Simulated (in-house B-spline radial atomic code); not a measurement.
A radial electron density 4πr²n(r) was computed for an atom or ion in its tabulated ground configuration with a B-spline radial code for spherical atoms; method: Dirac-Kohn-Sham B97-1, spherical fractional occupations, exact exchange averaged over the configuration. Columns: r (bohr), 4πr²n(r) (electrons per bohr), bar.

```
 0.00212    1.182 #
 0.00259    1.696 ##
 0.00316    2.412 ##
 0.00386     3.41 ###
  0.0047     4.75 #####
 0.00574    6.574 #######
   0.007    8.951 #########
 0.00853    11.97 ############
  0.0104    15.69 ################
  0.0127    20.09 ####################
  0.0155    24.94 #########################
  0.0189    29.81 ##############################
   0.023    34.08 ###################################
  0.0281    37.11 ######################################
  0.0343    38.12 #######################################
  0.0418    36.94 ######################################
   0.051    34.17 ###################################
  0.0622    31.38 ################################
  0.0759     30.6 ###############################
  0.0925    33.15 ##################################
   0.113    38.37 #######################################
   0.138    43.04 ############################################
   0.168    43.25 ############################################
   0.205    37.47 ######################################
    0.25    28.55 #############################
   0.305    22.08 ######################
   0.372    21.57 ######################
   0.453    24.87 #########################
   0.553    26.69 ###########################
   0.674    23.76 ########################
   0.822    17.22 ##################
       1    10.48 ###########
    1.22    5.561 ######
    1.49    2.815 ###
    1.82    1.469 #
    2.22   0.7757 #
    2.71   0.3662 
     3.3   0.1377 
    4.03  0.03568 
    4.91  0.00591 
    5.99 0.0005489 
    7.31 2.556e-05
```

**Question.** Which atom or ion is it?
A. Ga+
B. Zn2+
C. Ga2+
D. Ge2+

**Answer.** C. The area under the curve, ∫4πr²n dr = ∫r·4πr²n d(ln r) on this logarithmic grid, is 29 electrons, which only this option has. The configuration is [Ar] 3d10 4s1.
